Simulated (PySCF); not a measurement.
## Excitation energy of Pt by level of theory

Pt [Xe] 4f14 5d9 6s1 (3D) → Pt [Xe] 4f14 5d10 (1S), as a difference of total energies. All numbers are calculated (PySCF 2.14, a scalar-relativistic core potential, in aug-cc-pwCVDZ-PP with ECP60MDF). Correlated levels: valence: 5s2 5p6 frozen; valence and next inner shell: nothing frozen outside the core potential. The calculations carry no spin-orbit coupling.

Problem. Order these methods by the excitation energy they give, lowest first.
A. UHF
B. B3LYP
C. CAM-B3LYP
D. SCS-MP2 (valence)

Solution. D (0.250 eV), C (0.459 eV), B (0.484 eV), A (1.020 eV).

Errors of the correlated levels include the incompleteness of this basis and the frozen core.

For comparison: 0.239 eV (measured; NIST levels, between the centres of gravity of the two terms).
